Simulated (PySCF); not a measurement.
Start geometry of `CC(C)[SiH](N)N` from GFN2-xTB (Å):
```
atom  x, y, z in Å
C1    -1.5293    0.7931    0.2449
C2    -0.6248   -0.0108   -0.6862
C3    -1.1384   -1.4434   -0.8075
Si4    1.2067    0.0457   -0.1320
N5     1.2669   -0.6344    1.4536
N6     1.9194    1.6036    0.0910
H7    -2.5652    0.7615   -0.0940
H8    -1.4876    0.3904    1.2542
H9    -1.2167    1.8348    0.2810
H10   -0.6907    0.4424   -1.6822
H11   -1.1436   -1.9305    0.1657
H12   -0.5071   -2.0242   -1.4772
H13   -2.1565   -1.4601   -1.1967
H14    2.0324   -0.5863   -1.1748
H15    0.8749   -1.5519    1.5868
H16    2.1439   -0.5674    1.9444
H17    1.9500    2.2258   -0.6989
H18    1.6569    2.1177    0.9162
```

Task: What comes out of this run: PBE0-D3(BJ)/def2-SVP geometry optimisation, gas phase (PySCF 2.14.0)?

Result: 
```
atom  x, y, z in Å
C1    -1.5511    0.6899    0.1666
C2    -0.6409   -0.0671   -0.7974
C3    -1.0369   -1.5365   -0.9300
Si4    1.1863    0.1457   -0.3456
N5     1.3933   -0.5992    1.2037
N6     1.7606    1.7670   -0.1811
H7    -2.6121    0.6110   -0.1262
H8    -1.4578    0.2964    1.1921
H9    -1.2954    1.7609    0.2041
H10   -0.7278    0.3997   -1.7978
H11   -0.9887   -2.0579    0.0415
H12   -0.3817   -2.0807   -1.6296
H13   -2.0725   -1.6455   -1.2950
H14    1.9907   -0.4144   -1.4876
H15    0.9026   -1.4582    1.4231
H16    2.3048   -0.5798    1.6472
H17    2.0915    2.2823   -0.9872
H18    1.3925    2.3812    0.5358
```

The energy falls by 10.1 kJ/mol over 8 energy and gradient evaluations, the largest force component goes from 0.0115 to 2.5e-04 Eh/bohr, and the atoms move by 0.121 Å rms after alignment. The bond that changes most is Si4–H14 (SiH silicon to Si–H hydrogen), which lengthens by 0.032 Å. Bonds longer at the end by more than 0.005 Å: 13 of 17; shorter: 1. Among the angles that change most is Si4–C2–H10, from 108.0° to 104.1°. Among the dihedrals that turn most is H14–Si4–N6–H17, from 60° to 31°. Rotational constants go from 3765, 1946, 1706 to 3668, 1976, 1707 MHz. The orientation of the end geometry is arbitrary; only internal coordinates are fixed.

The run used 148 basis functions and 50 SCF cycles in all.

PBE0-D3(BJ)/def2-SVP frequencies: not computed here. One conformer, not necessarily the lowest.
